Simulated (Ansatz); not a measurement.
The same ligand exchange along the group B, Al, In.

Calculated with Ansatz (gas phase, PBE0-D4/def2-TZVP geometries, no zero-point term in ΔE). CBS: MP2 limit from def2 TZ/QZ plus the TZ coupled-cluster correction, frozen cores. This one scheme is used for every species. DFT in def2-TZVPP. def2 core potentials past Kr. For In outer-core shells are correlated without core-valence functions, which leaves a few kJ/mol of doubt a bond. One conformer a species, not always the lowest.

```
                                     reaction  r2SCAN-D4 (eV)  HF/CBS(def2) (eV)  MP2/CBS(def2) (eV)  ωB97M-V (eV)
                    `OBO` + H₂S → `OBS` + H₂O            0.66               0.85                0.61          0.71
`[OH][AlH][OH]` + H₂S → `[OH][AlH][SH]` + H₂O            0.24               0.33                0.22          0.27
`[OH][InH][OH]` + H₂S → `[OH][InH][SH]` + H₂O           -0.63              -0.65               -0.67         -0.63
```

Question: Give the CCSD(T)/CBS values in the same order. (An estimate is asked.)

Answer: Computed: 0.65, 0.23, -0.64 eV.

Largest T1 diagnostic: 0.017, for `[OH][InH][OH]`.
